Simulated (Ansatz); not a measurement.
# Nudged elastic band run: ClFH2Zn

Input file:

```yaml
crystal:
  periodic: [false, false, false]
  atoms:
    - { symbol: Zn, position_ang: [0.363587, -1.137666, -0.044927] }
    - { symbol: F, position_ang: [1.173965, -0.209507, 1.200539] }
    - { symbol: Cl, position_ang: [-0.597919, -2.295954, -1.544835] }
    - { symbol: H, position_ang: [-0.208336, 1.701141, 0.433338] }
    - { symbol: H, position_ang: [-0.731295, 1.941986, -0.044114] }
basis:
  gaussian: { orbitals: def2-SVP }
hamiltonian:
  xc: hf
neb:
  order_check: false
  images: 7
  f_tol: 0.05
  max_iterations: 60
  final_atoms:
    - { symbol: Zn, position_ang: [-0.5809433, -0.20374598, -0.71347103] }
    - { symbol: F, position_ang: [0.93570802, 0.18782564, 1.09475318] }
    - { symbol: Cl, position_ang: [-0.19329434, -2.29082592, -1.10103988] }
    - { symbol: H, position_ang: [0.94670779, 1.02849387, 1.43304274] }
    - { symbol: H, position_ang: [-1.10817617, 1.27825239, -0.71328401] }
  initial_path:
    images:
      - { positions_ang: [[0.363587, -1.137666, -0.044927], [1.173965, -0.209507, 1.200539], [-0.597919, -2.295954, -1.544835], [-0.208336, 1.701141, 0.433338], [-0.731295, 1.941986, -0.044114]] }
      - { positions_ang: [[0.16395399, -0.95521159, -0.17271438], [1.102809, -0.1129328, 1.15125415], [-0.49428596, -2.31806502, -1.44940163], [-0.10309249, 1.55301833, 0.48574411], [-0.66938254, 1.83319108, -0.01488125]] }
      - { positions_ang: [[-0.03567902, -0.77275719, -0.30050176], [1.031653, -0.0163586, 1.1019693], [-0.39065291, -2.34017603, -1.35396826], [0.00215102, 1.40489565, 0.53815023], [-0.60747009, 1.72439616, 0.0143515]] }
      - { positions_ang: [[-0.23531203, -0.59030278, -0.42828914], [0.960497, 0.0802156, 1.05268445], [-0.28701987, -2.36228705, -1.2585349], [0.10739453, 1.25677298, 0.59055634], [-0.54555763, 1.61560124, 0.04358425]] }
      - { positions_ang: [[-0.43494504, -0.40784837, -0.55607651], [0.889341, 0.1767898, 1.0033996], [-0.18338683, -2.38439806, -1.16310153], [0.21263804, 1.10865031, 0.64296245], [-0.48364518, 1.50680632, 0.072817]] }
      - { positions_ang: [[-0.4714446, -0.35682277, -0.59542514], [0.90093276, 0.17954876, 1.02623799], [-0.18586371, -2.36100503, -1.14758612], [0.39615548, 1.0886112, 0.84048252], [-0.63977793, 1.44966784, -0.12370826]] }
      - { positions_ang: [[-0.50794417, -0.30579718, -0.63477377], [0.91252451, 0.18230772, 1.04907639], [-0.18834059, -2.33761199, -1.13207071], [0.57967292, 1.06857209, 1.0380026], [-0.79591067, 1.39252935, -0.32023351]] }
      - { positions_ang: [[-0.54444373, -0.25477158, -0.6741224], [0.92411627, 0.18506668, 1.07191478], [-0.19081747, -2.31421896, -1.1165553], [0.76319036, 1.04853298, 1.23552267], [-0.95204342, 1.33539087, -0.51675876]] }
      - { positions_ang: [[-0.5809433, -0.20374598, -0.71347103], [0.93570802, 0.18782564, 1.09475318], [-0.19329434, -2.29082592, -1.10103988], [0.94670779, 1.02849387, 1.43304274], [-1.10817617, 1.27825239, -0.71328401]] }
```

Launched with:

```bash
$ ansatz run input.yaml --threads 1 --pin off --max-ram 2048MiB --backend cpu --events-out ev --progress --plain --runs-dir out
```

Output, in part (warnings, iteration lines, the closing report on the highest movable image, with atoms numbered from 0):

```
NEB end point (image 0): max|allowed force component| = 3.907e-3 eV/Å (the criterion of neb.relax_end_points is 1.000e-2)
NEB end point (image 8): max|allowed force component| = 2.436e-3 eV/Å (the criterion of neb.relax_end_points is 1.000e-2)
NEB iter   1: max|band force component| = 5.586e0 eV/Å  barrier→ = 1.7535 eV  barrier← = 1.6080 eV  Δτ_max = 0.2000 Å  (340 SCF iters)
NEB iter   2: max|band force component| = 1.616e0 eV/Å  barrier→ = 1.2930 eV  barrier← = 1.1474 eV  Δτ_max = 0.2000 Å  (251 SCF iters)
NEB iter   3: max|band force component| = 5.300e-1 eV/Å  barrier→ = 1.1824 eV  barrier← = 1.0369 eV  Δτ_max = 0.1048 Å  (255 SCF iters)
NEB iter   4: max|band force component| = 5.494e-1 eV/Å  barrier→ = 1.2013 eV  barrier← = 1.0558 eV  CI = image 4  Δτ_max = 0.0816 Å  (257 SCF iters)
NEB iter   5: max|band force component| = 1.703e-1 eV/Å  barrier→ = 1.2101 eV  barrier← = 1.0646 eV  CI = image 4  Δτ_max = 0.1050 Å  (257 SCF iters)
NEB iter   6: max|band force component| = 2.119e-1 eV/Å  barrier→ = 1.2073 eV  barrier← = 1.0618 eV  CI = image 4  Δτ_max = 0.0495 Å  (252 SCF iters)
NEB iter   7: max|band force component| = 3.329e-2 eV/Å  barrier→ = 1.2066 eV  barrier← = 1.0611 eV  CI = image 4  Δτ_max = 0.0000 Å  (606 SCF iters)
Total energy: -63605.06853290 eV, -2337.4431555201 hartree
Atom 0 at    -0.111950    -0.471297    -0.295282 Å, force     0.006190    -0.008507    -0.012192 eV/Å
Atom 1 at     0.927857     0.371588     1.132212 Å, force     0.006392     0.013702     0.014522 eV/Å
Atom 2 at    -0.421014    -2.300834    -1.359302 Å, force    -0.005962     0.000122     0.000512 eV/Å
Atom 3 at     0.157338     1.114810     0.603370 Å, force    -0.010923    -0.014146    -0.013565 eV/Å
Atom 4 at    -0.552229     1.285733    -0.080997 Å, force     0.004302     0.008830     0.010722 eV/Å
Dipole moment:    -0.140186     0.385774     0.015561 e Å
```

The forces met the threshold. A vibrational analysis at the climbing image gives one clearly imaginary mode, 1572i cm⁻¹: a first-order saddle point. The orbitals stay closed-shell, which can raise the energy where a bond breaks towards radicals; this wasn't checked here.

Final band (atoms are numbered from 1 in the order of the input):

```tsv
image	path coordinate (Å)	energy (kJ/mol)	H4–H5 (Å)	Zn1–H5 (Å)	F2–H4 (Å)
0	0.00	0.0	0.75	3.27	2.48
1	0.48	-0.1	0.75	2.94	2.60
2	0.97	6.1	0.75	2.52	2.13
3	1.45	42.5	0.77	2.11	1.70
4	1.93	116.4	1.00	1.82	1.19
5	2.37	53.8	1.44	1.65	0.94
6	2.80	24.1	1.92	1.59	0.91
7	3.23	16.2	2.45	1.58	0.91
8	3.66	14.0	2.98	1.57	0.91
```

Time of the run: 47 s on 1 CPU thread of a shared host.
